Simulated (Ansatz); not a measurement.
Born–Oppenheimer molecular dynamics of BClH₂O₂ (6 atoms, charge 0, multiplicity 1). It goes on from the last frame of an earlier run, with new velocities.

Method: RKS PBE0-D4/def2-SVP in Ansatz.

```yaml
ensemble: NVE (velocity Verlet)
time_step: 0.5 fs
steps_asked: 166
starting_velocities_drawn_for: 100 K
seed: 686933
```

First frame:

```xyz
6
Properties=species:S:1:pos:R:3
B -0.014 -0.165 -0.005
O 0.022 -0.077 1.355
H -0.883 -0.096 1.697
Cl 1.564 0.201 -0.827
O -1.093 -0.366 -0.834
H -2.014 -0.398 -0.674
```

(1) How far do the bonds stretch over the last three quarters of this one trajectory? (Pairs bonded in most of those frames.)

Answers

(1) 
| bond | mean (Å) | spread (Å) | shortest | longest |
| --- | --- | --- | --- | --- |
| B1–O2 | 1.355 | 0.015 | 1.33 | 1.39 |
| B1–Cl4 | 1.761 | 0.045 | 1.69 | 1.82 |
| B1–O5 | 1.356 | 0.013 | 1.33 | 1.38 |
| O2–H3 | 0.963 | 0.010 | 0.95 | 0.98 |
| O5–H6 | 0.965 | 0.019 | 0.93 | 0.99 |

Mean temperature of the second half: 244 K. The conserved energy stayed within 0.093 meV per atom of its start (net change -0.031 meV per atom), so the integration is sound. The kinetic energy rose, since the run started high on the potential surface and went downhill. A run of 0.083 ps of so small a system gives no equilibrium averages.

The run took 5.9 min on 1 thread of Arm Neoverse V1, with other jobs on the host, peak memory 0.12 GiB.
